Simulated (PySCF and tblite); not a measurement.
C₇H₁₀N₂, numbered as in [H]/[N:6]=[CH:5]\[C:4](=[CH:3]\[C:2]#[CH:1])[N:7]([CH3:8])[CH3:9].

Level: PBE0-D3(BJ)/def2-SVP//GFN2-xTB, thermal terms from GFN2-xTB, symmetry numbers and mirror pairs counted. Conformers within 3 kcal/mol (GFN2-xTB free energy) were kept, 10 at most. GIAO shieldings: B97-2/6-31G*. Shifts are against NH3 (¹⁵N) at the same level. Run with PySCF (density fitting) and tblite.

Problem. Predict the averaged NMR shifts at 298.15 K.

Solution. ¹⁵N: 306.0 (N6), 58.6 (N7) ppm.

Problem. How do the conformers differ?

Solution. Torsions listed: N7–C4–C5–N6, C3–C4–N7–C8. Of a mirror pair one member is shown.
```csv
conformer,shape,weight %
1,"23°, 11°",68.8
2,"156°, -8°",31.2
```

```csv
signal,1,2,average
N6,306.0,305.9,306.0
N7,56.2,63.8,58.6
```

Problem. Which signal moves most, for its nucleus, between 250 and 373.15 K through the change of populations alone?

Solution. N7: 58.2 ppm at 250 K, 58.4 ppm at 273.15 K, 58.6 ppm at 298.15 K, 58.7 ppm at 323.15 K, 58.9 ppm at 373.15 K.

Rotation about the C–N or B–N bond may be slow on the NMR time scale, and the averages treat it as fast. Unscaled ¹⁵N shifts at such levels can be off by tens of ppm; differences between conformers or isomers are more reliable.


¹⁵N shifts are against a computed isolated NH3 molecule, about 20 ppm from the liquid.